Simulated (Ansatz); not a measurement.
The cluster Nb₃⁻, relaxed as a singlet with RKS PBE0-D4/def2-TZVPD in Ansatz, starting from packed atoms. Force threshold 0.02 eV/Å.

In the def2 sets Nb takes a core potential; there is no spin–orbit coupling. The restricted singlet is unstable: a solution with broken spin symmetry lies lower. The highest occupied level of the charge -1 singlet lies above zero (up to 0.51 eV). Its loss leaves the charge 0 doublet, which lies 0.55 eV higher (vertical, at PBE0-D4/def2-TZVPD), but this difference is unsure: the doublet is doubtful (geometry relaxed on an unsound state). The relaxation made no stability test and no search for a lower SCF solution. At PBE0-D4/def2-TZVPD a triplet of charge -1 lies 0.48 eV below the restricted singlet, each at its own geometry. That triplet is doubtful there (⟨S²⟩ 2.37, where a pure state has 2.00). The structure comes from a short search, and lower isomers may exist.

Start:

```xyz
3

Nb   -0.076   -1.132   -1.550
Nb   -0.288    1.833   -0.232
Nb    0.364   -0.701    1.782
```

```tsv
step	energy (eV)	largest force component (eV/Å)	SCF passes
1	-4637.3836	3.805	151
2	-4640.2689	5.349	216
3	-4643.2304	4.611	62
4	-4645.1768	1.580	134
5	-4645.3301	1.429	68
6	-4645.4923	0.527	67
7	-4645.5140	0.153	40
8	-4645.5149	0.013	36
```

Force components are those of the run's own axes.

End:

```xyz
3

Nb   -0.0450   -0.8017   -1.0407
Nb   -0.2016    1.2897   -0.1547
Nb    0.2465   -0.4879    1.1954
```

By distances, no bond broke or formed. The bond that changes most is Nb1–Nb3, from 3.39 to 2.28 Å (atoms count from 1).

No frequencies were taken in this run, so the end may be a saddle point.

It took 29 s on 4 threads of Arm Neoverse V1 on a shared host.
